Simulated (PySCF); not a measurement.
Species: `CO[Si@@H]([SiH2]Cl)[SiH2]CCl`. The columns A, B, C and D hold Mulliken, IAO, Hirshfeld and ESP-fitted charges (e) of one PBE0/pcSseg-1 density (PySCF), in a shuffled order. Coordinates in Å (GFN2-xTB); the density's dipole moment is (3.03, -1.47, -0.25) D.

| atom | x | y | z | A | B | C | D |
| --- | --- | --- | --- | --- | --- | --- | --- |
| C1 | 2.182 | -1.936 | -0.911 | -0.010 | -0.228 | -0.196 | -0.031 |
| O2 | 1.833 | -0.587 | -0.929 | -0.644 | -0.266 | -0.642 | -0.231 |
| Si3 | 0.767 | 0.188 | 0.030 | +0.407 | +0.203 | +0.576 | +0.246 |
| Si4 | 1.063 | 2.317 | -0.813 | +0.406 | +0.244 | +0.523 | +0.264 |
| Cl5 | -0.403 | 3.438 | 0.052 | -0.345 | -0.218 | -0.341 | -0.131 |
| Si6 | -1.320 | -0.855 | -0.058 | +0.332 | +0.347 | +0.427 | +0.229 |
| C7 | -2.672 | 0.411 | 0.416 | -0.504 | -0.412 | -0.512 | -0.129 |
| Cl8 | -4.261 | -0.399 | 0.374 | -0.158 | -0.138 | -0.101 | -0.071 |
| H9 | 1.292 | -2.567 | -0.968 | +0.104 | +0.105 | +0.125 | +0.041 |
| H10 | 2.823 | -2.135 | -1.770 | +0.125 | +0.132 | +0.158 | +0.053 |
| H11 | 2.723 | -2.178 | 0.006 | +0.105 | +0.127 | +0.134 | +0.043 |
| H12 | 1.255 | 0.093 | 1.431 | -0.061 | -0.066 | -0.126 | -0.085 |
| H13 | 2.310 | 3.021 | -0.492 | -0.039 | -0.024 | -0.096 | -0.066 |
| H14 | 0.875 | 2.504 | -2.256 | -0.042 | -0.042 | -0.100 | -0.069 |
| H15 | -1.503 | -1.999 | 0.852 | -0.025 | -0.076 | -0.088 | -0.072 |
| H16 | -1.686 | -1.365 | -1.391 | -0.026 | -0.077 | -0.091 | -0.073 |
| H17 | -2.733 | 1.251 | -0.272 | +0.192 | +0.196 | +0.175 | +0.039 |
| H18 | -2.553 | 0.804 | 1.422 | +0.182 | +0.194 | +0.172 | +0.045 |

Which column most likely holds the ESP-fitted charges?

B. Σ q r misses the density's dipole by 0.06 D (B), 0.87 D (C), 1.30 D (D), 2.44 D (A). Charges fitted to the outside potential are the only set here that is tied to the molecule's multipoles.

And the Hirshfeld charges?

D. The mean sizes are 0.107 e (D), 0.172 e (B), 0.206 e (A), 0.255 e (C), and Hirshfeld charges are commonly the smallest of these schemes.

As computed, A = Mulliken, B = ESP-fitted, C = IAO, D = Hirshfeld. Hydrogens on carbon: Mulliken +0.10 to +0.19, ESP-fitted +0.11 to +0.20, IAO +0.13 to +0.18, Hirshfeld +0.04 to +0.05 e.

The Mulliken scheme gives each basis function's population to the atom it is centred on and halves the overlap population of two atoms between them. The Hirshfeld scheme divides the density at each point in proportion to the densities of the neutral, spherically averaged free atoms.

Geometry: GFN2-xTB, one conformer, isolated molecule.

Conformer computed: `[CH3:1][O:2][Si@@H:3]([SiH2:4][Cl:5])[SiH2:6][CH2:7][Cl:8]`: C1–O2–Si3–Si4 178°, O2–Si3–Si4–Cl5 171°, O2–Si3–Si6–C7 -156°, Si3–Si6–C7–Cl8 -179°.
